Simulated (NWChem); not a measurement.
CH5ClFNSi; SMILES C[Si](N)(F)Cl

```xyz
10

C      1.6298     1.0858     0.4567
Si    -0.0049     0.3025     0.0402
N     -1.2292     0.7555     1.1448
F     -0.3549     0.6659    -1.4978
Cl     0.1026    -1.7679     0.1019
H      1.9670     0.7748     1.4502
H      1.5483     2.1795     0.4482
H      2.3945     0.8029    -0.2738
H     -2.0936     0.2300     1.1962
H     -1.3736     1.7330     1.3697
```
Atoms are numbered in this order, from 1.

Computed with NWChem. Pople sets run with spherical d functions. Coordinates come from a B3LYP/6-31G* (spherical d) optimisation. Isolated, static molecule.

GIAO at B3LYP/6-31G*: principal shieldings of C1 are 183.3, 187.9, 199.6 ppm; an isolated tetramethylsilane molecule has σ = 190.2 ppm at the same levels.

### Question
Find the isotropic 13C shift, its principal values, the span and the skew.

### Answer

1. σ(iso) = one third of the sum = 190.3 ppm.
2. δ = σ(reference) − σ = -0.1 ppm against tetramethylsilane.
3. δ11, δ22, δ33 = 6.9, 2.3, -9.4 ppm.
4. Span Ω = δ11 − δ33 = 16.3 ppm; skew κ = 3(δ22 − δ(iso))/Ω = 0.44.
